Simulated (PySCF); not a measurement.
PySCF job for C₂H₆O₂Si, SMILES C[SiH2]C(=O)O, PBE0/pcSseg-1. The structure is a stationary point at B3LYP-D3(BJ)/def2-SVP. The values are those of a single conformer.

```python
import numpy as np
from pyscf import gto, scf, dft
from pyscf.prop.nmr import rks as nmr

mol = gto.M(
    atom='''
    C    -2.14160195    0.31814677    0.34280349
    Si   -0.67010713   -0.82244775    0.13241361
    C     0.87194243    0.30933419   -0.15085262
    O     0.82735162    1.51686142   -0.16423106
    O     2.02284491   -0.37326781   -0.33429108
    H    -3.07175355   -0.24500661    0.51631747
    H    -1.97433090    0.99449099    1.19531324
    H    -2.26839739    0.93953431   -0.55721171
    H    -0.80520206   -1.72212407   -1.04857570
    H    -0.41202835   -1.65463193    1.34216246
    H     2.72959680    0.28837116   -0.46532443
    ''',
    basis='pcSseg-1',
    charge=0,
    spin=0,
    max_memory=1600,
    verbose=3,
)
mf = dft.RKS(mol, xc='pbe0')
mf.grids.level = 3
mf.conv_tol = 1e-10
mf.max_cycle = 100
mf.kernel()
n = nmr.NMR(mf)
n.verbose = 2
n.max_cycle_cphf = 60
sigma = n.kernel()
print('atom   isotropic/ppm   span/ppm')
for i, s in enumerate(sigma):
    w = np.linalg.eigvalsh((s + s.T) / 2)
    print(f'{mol.atom_symbol(i):2s}{i + 1:3d} {w.mean():14.3f} {w[2] - w[0]:11.3f}')
```

Log of the run:

```
converged SCF energy = -519.372817977685
atom   isotropic/ppm   span/ppm
C   1        192.841      11.225
Si  2        405.893     111.250
C   3         -2.085     184.061
O   4       -186.176     771.915
O   5         89.508     346.470
H   6         31.117      12.301
H   7         30.707      11.209
H   8         30.722      11.186
H   9         26.918       8.149
H  10         26.919       8.132
H  11         24.889      13.729
```

The calculation finished and met its thresholds.

Cost: roughly 27 core-seconds.
